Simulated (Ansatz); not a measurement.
The cluster Si₂Ge₃. Total charge 0; singlet. Geometry PBE-D4/def2-SVP; atoms count from 1.

```xyz
5

Si   -0.253    0.107    1.962
Si    1.709   -0.583    0.845
Ge   -1.076   -0.897   -0.033
Ge    0.733    0.993   -0.641
Ge   -1.113    0.379   -2.133
```

The restricted singlet is unstable towards broken spin symmetry in Hartree–Fock (as tested in another run); at PBE0-D4/def2-TZVP this wasn't settled. Another isomer (singlet) lies 0.29 eV lower at PBE0-D4/def2-TZVP; other spin states weren't run for this one.

**Question.** Estimate the Mulliken populations from the PBE0/def2-TZVP orbitals of Ansatz.

**Answer.** 
| atom | charge (e) |
| --- | --- |
| Si1 | -0.03 |
| Si2 | -0.03 |
| Ge3 | 0.01 |
| Ge4 | 0.01 |
| Ge5 | 0.04 |
Mulliken values depend strongly on the basis.

**Question.** And the Mayer bond orders between heavy atoms (over 0.3)?

**Answer.** Si1–Si2 1.07 (2.36 Å); Si1–Ge3 1.02 (2.38 Å); Si1–Ge4 0.43 (2.92 Å); Si2–Ge3 0.42 (2.94 Å); Si2–Ge4 1.02 (2.38 Å); Ge3–Ge4 0.70 (2.69 Å); Ge3–Ge5 1.00 (2.46 Å); Ge4–Ge5 1.01 (2.45 Å).
